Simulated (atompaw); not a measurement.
## Scattering properties, PAW (atompaw) potential for Ag

```json
{
  "Element": "Ag (Z = 47)",
  "Generator": "atompaw 4.2.0.5",
  "Type": "PAW",
  "Functional": "PBE",
  "Relativity": "scalar-relativistic",
  "Frozen core": "[Ar] 3d10 4s2",
  "Valence charge": "17",
  "Reference configuration": "4p6 4d10 5s1 5p0",
  "Partial waves": "5s (bound): rc 2.75 bohr; 5s channel at 1.35 Ry: rc 2.75 bohr; 4p (bound): rc 1.35 bohr; 5p (bound, empty): rc 1.80 bohr; 4d (bound): rc 1.30 bohr; 4d channel at 4.35 Ry: rc 1.30 bohr",
  "Local potential": "troulliermartins scheme with l = 3 at 0 Ry, radius 1.90 bohr",
  "Core correction": "smooth core density matched at 1.70 bohr",
  "Augmentation charge": "besselshape compensation charge, radius 2.05 bohr; PAW radius 2.75 bohr; waves and projectors: custom polynom2 7 10 vanderbiltortho"
}
```

The phase is arctan(r·u′/u) with u = r·R(r), unwrapped; energies in Ry, scanned from -6 to 5 Ry. A pole is an energy at which the radial function vanishes at the test radius. The pseudo phase is shifted by a multiple of π to meet the all-electron one at the reference energy, and phase errors are pseudo minus all-electron; the curves can meet again beyond the range given. Levels narrower than the energy grid can be missing from the lists of poles.

Question: For each channel, where are the poles, and over which energies does the pseudopotential scatter like the atom?

Answer:

| channel | radius (bohr) | reference energy (Ry) | poles, all-electron | poles, pseudo | unbroken range about the reference energy with phases within 0.05 rad | phase error 1 Ry above the reference energy (rad) |
| --- | --- | --- | --- | --- | --- | --- |
| s | 2.75 | -0.32 | 1.35 | -4.30, 1.35 | -4.2 to 3.6 | -0.000 |
| p | 2.75 | -0.05 | -4.30, 2.48 | -4.30, 2.45 | below 4.5 | -0.002 |
| d | 2.75 | -0.55 | -0.38, 4.60 | -0.38, 4.60 | the whole range | +0.000 |

Note: ghost state, extra bound levels that the all-electron valence spectrum of the same l lacks: s at -58.8 eV. A true bound ghost makes a file unfit for plane-wave use.

Phases in the d channel:

| E (Ry) | all-electron | pseudo |
| --- | --- | --- |
| -6.00 | 1.425 | 1.425 |
| -5.52 | 1.419 | 1.419 |
| -5.04 | 1.412 | 1.412 |
| -4.56 | 1.404 | 1.404 |
| -4.08 | 1.394 | 1.394 |
| -3.60 | 1.383 | 1.383 |
| -3.12 | 1.369 | 1.369 |
| -2.64 | 1.351 | 1.351 |
| -2.16 | 1.327 | 1.327 |
| -1.68 | 1.289 | 1.289 |
| -1.20 | 1.209 | 1.209 |
| -0.72 | 0.596 | 0.597 |
| -0.24 | -1.685 | -1.684 |
| 0.24 | -1.844 | -1.844 |
| 0.72 | -1.977 | -1.976 |
| 1.20 | -2.210 | -2.208 |
| 1.68 | -2.834 | -2.829 |
| 2.16 | -3.877 | -3.874 |
| 2.64 | -4.333 | -4.333 |
| 3.12 | -4.511 | -4.511 |
| 3.60 | -4.604 | -4.604 |
| 4.08 | -4.664 | -4.664 |
| 4.56 | -4.709 | -4.709 |
